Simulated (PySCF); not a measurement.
CH6GeOSi, neutral, multiplicity 1.

```xyz
10

Ge     0.9456     0.1552     0.0000
O     -0.2085     1.5236     0.0000
C     -1.6126     1.5990     0.0000
H     -2.0968     0.6052     0.0000
H     -1.9559     2.1510     0.8922
H     -1.9559     2.1510    -0.8922
Si    -0.6996    -1.7845     0.0000
H     -1.5915    -1.8023    -1.2059
H     -1.5915    -1.8023     1.2059
H      0.0698    -3.0696     0.0000
```

Coordinates come from a B3LYP-D3(BJ)/def2-SVP optimisation. The structure was generated by enumeration; whether it is a known compound was not checked. One conformer was computed; it need not be the lowest.

Calculation: PBE0/pcSseg-1 (PySCF). Non-relativistic, no solvent.

Computed absolute GIAO shielding of each atom: isotropic value and principal components (ppm):
| atom | σ(iso) | σ11 | σ22 | σ33 | span |
|---|---|---|---|---|---|
| Ge1 | 60.4 | -1869.2 | 917.8 | 1132.7 | 3001.9 |
| O2 | -20.1 | -372.1 | -75.5 | 387.3 | 759.4 |
| C3 | 112.0 | 75.2 | 86.7 | 174.0 | 98.8 |
| H4 | 26.6 | 23.9 | 26.9 | 28.9 | 5.0 |
| H5 | 26.3 | 23.4 | 24.5 | 30.9 | 7.5 |
| H6 | 26.3 | 23.4 | 24.5 | 30.9 | 7.5 |
| Si7 | 466.3 | 457.5 | 462.9 | 478.5 | 21.0 |
| H8 | 27.8 | 24.3 | 26.6 | 32.4 | 8.1 |
| H9 | 27.8 | 24.3 | 26.6 | 32.4 | 8.1 |
| H10 | 27.8 | 25.4 | 25.8 | 32.2 | 6.8 |
